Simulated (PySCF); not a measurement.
Working out the excitation energy of Li

Li [He] 2s1 (2S) → Li [He] 3d1 (2D). All numbers are calculated (PySCF 2.14, no relativity, point nucleus, in dyall-acv3z). Frozen: nothing; the 5 highest virtual orbitals dropped. Energies in hartree (1 hartree = 27.21139 eV):

```json
{"part": "UHF", "Li (lower)": "-7.432747", "Li (upper)": "-7.244237"}
{"part": "MP2 opposite-spin", "Li (lower)": "-0.037947", "Li (upper)": "-0.037148"}
{"part": "MP2 same-spin", "Li (lower)": "-0.000524", "Li (upper)": "-0.000031"}
```

Q: What does Hartree-Fock give?

A: (-7.244237) − (-7.432747) = 0.188510 hartree = 5.130 eV.

Q: What do MP2 and SCS-MP2 (6/5 opposite-spin, 1/3 same-spin) give?

A: The opposite-spin parts differ by 0.022 eV and the same-spin parts by 0.013 eV. MP2: 5.130 + (0.022) + (0.013) = 5.165 eV. SCS-MP2: 5.130 + 1.2 × (0.022) + (0.013)/3 = 5.161 eV.

Measured between the centres of the two terms (NIST): 3.879 eV, so MP2 (valence and next inner shell) is off by 1.286 eV.

What remains against the reference includes basis incompleteness and correlation beyond second order.
